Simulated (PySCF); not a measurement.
C2H8FNSi2, SMILES N1C[SiH2][Si@H](F)C1.

Geometry optimised at PBE-D3(BJ)/def2-SVP. The structure was generated by enumeration; whether it is a known compound was not checked. The values are those of a single conformer.

Level of theory: PBE-D3(BJ)/def2-SVP run with PySCF.

Frequencies are harmonic and unscaled.

Computed normal modes with their intensities:
```tsv
mode	ν (cm⁻¹)	IR (km/mol)	moving atoms (share of kinetic energy)
1	59	0.8	C 31 %, H 30 %, F 25 %, Si 10 %
2	166	3.9	F 51 %, Si 29 %, H 14 %
3	189	9.5	H 32 %, Si 20 %, N 20 %, F 19 %, C 9 %
4	271	4.1	H 43 %, C 19 %, N 19 %, F 12 %
5	299	3.0	Si 52 %, H 20 %, C 20 %
6	385	3.8	H 56 %, Si 21 %, N 9 %
7	414	8.4	Si 51 %, H 25 %, N 15 %, C 9 %
8	478	6.8	H 46 %, Si 39 %, N 8 %
9	525	8.2	H 59 %, C 17 %, Si 15 %
10	603	42.1	H 78 %, C 17 %
11	611	12.5	H 75 %, C 22 %
12	654	37.6	C 37 %, Si 32 %, H 30 %
13	681	94.5	H 59 %, C 25 %, Si 15 %
14	717	116.8	H 59 %, N 24 %, C 13 %
15	763	78.1	H 68 %, C 21 %
16	790	6.2	H 71 %, F 21 %
17	841	17.6	H 49 %, C 38 %, Si 9 %
18	864	126.6	Si 37 %, F 30 %, H 28 %
19	890	77.4	H 89 %
20	941	8.2	H 48 %, C 35 %, N 16 %
21	1080	1.0	H 63 %, C 21 %, N 16 %
22	1115	8.7	H 47 %, C 29 %, N 24 %
23	1170	4.9	H 76 %, C 13 %, N 10 %
24	1190	10.1	H 76 %, C 22 %
25	1266	0.6	H 74 %, N 17 %, C 9 %
26	1366	6.0	H 93 %
27	1379	9.1	H 91 %, C 8 %
28	1417	5.0	H 85 %, N 10 %
29	2140	87.7	H 98 %
30	2152	108.1	H 97 %
31	2157	113.8	H 96 %
32	2955	19.5	H 94 %
33	2972	18.4	H 94 %
34	3044	4.6	H 91 %, C 9 %
35	3050	4.2	H 91 %, C 9 %
36	3433	1.6	H 93 %
```
